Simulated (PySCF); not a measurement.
Mn⁺: ionisation energy

Mn⁺ [Ar] 3d5 4s1 (7S) → Mn²⁺ [Ar] 3d5 (6S), as a difference of total energies. Calculation: PySCF 2.14, in cc-pVDZ; no relativity, point nucleus. Correlated levels: valence: [Ar] frozen. The calculations carry no spin-orbit coupling.

```json
{"method": "UHF", "ionisation energy (eV)": "14.718"}
{"method": "MN15", "ionisation energy (eV)": "15.192"}
{"method": "M06-2X", "ionisation energy (eV)": "15.308"}
{"method": "MP2 (valence)", "ionisation energy (eV)": "15.095"}
{"method": "SCS-MP2 (valence)", "ionisation energy (eV)": "14.844"}
```

Q: How much does correlation contribute at MP2 (valence)?

A: 15.095 − (14.718) = 0.377 eV, measured against UHF.

These non-relativistic numbers lack the scalar-relativistic shift.

Errors of the correlated levels include the incompleteness of this basis and the frozen core.

For comparison: 15.640 eV (measured; NIST Atomic Spectra Database, ionization energies).
